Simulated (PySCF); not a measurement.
A structure optimised at PBE-D3(BJ)/def2-TZVPD, used in a PySCF frequency run:

```xyz
3

Be     0.0000     0.0000     0.0000
H      0.0000     0.0000    -1.3413
H      0.0000     0.0000     1.3413
```

Q: Write its SMILES, formula and point group.

A: [BeH2], BeH2, D∞h

Q: What are its rotational constants (standard atomic weights)?

A: 139.35 GHz (linear rotor, B only)
